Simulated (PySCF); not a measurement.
## C₆ coefficients of unlike pairs at UHF

Calculated with PySCF 2.14 from the dipole response of each species, C₆(A,B) = (3/π) ∫ α_A(iu) α_B(iu) du, in atomic units, from isotropic polarisabilities. For ions this is the dispersion term alone; charge-induced terms of lower order in 1/R come first.

```csv
species,configuration,basis,relativity,α (bohr³),C₆ (like pair)
Si⁻,[Ne] 3s2 3p3 (4S),"aug-cc-pCVTZ-DK with one added diffuse shell each of s, p, d, f type (9s8p6d4f)",spin-free X2C,136.7,1836
Si²⁺,[Ne] 3s2 (1S),aug-cc-pwCVQZ (10s9p7d5f3g),none,12.60,45.07
Ar²⁺,[Ne] 3s2 3p4 (3P),aug-cc-pV(5+d)Z (8s7p6d4f3g2h),none,4.802,16.83
Ge²⁺,[Ar] 3d10 4s2 (1S),aug-cc-pVQZ-DK (8s7p5d3f2g),spin-free X2C,11.97,47.39
```

(1) Estimate C₆ for Ge²⁺ with Ar²⁺.

No spin-orbit coupling is included.

The other pairs:

| pair | C₆ |
| --- | --- |
| Ge²⁺, Si⁻ | 260.7 |
| Ar²⁺, Si⁻ | 125.6 |
| Ge²⁺, Si²⁺ | 46.01 |
| Ar²⁺, Si²⁺ | 24.95 |
| Si²⁺, Si⁻ | 262.9 |

Results:

(1) The integral gives 26.57. The combination rule 2 C_A C_B / (C_A α_B/α_A + C_B α_A/α_B) gives 26.17 and the geometric mean 28.24.
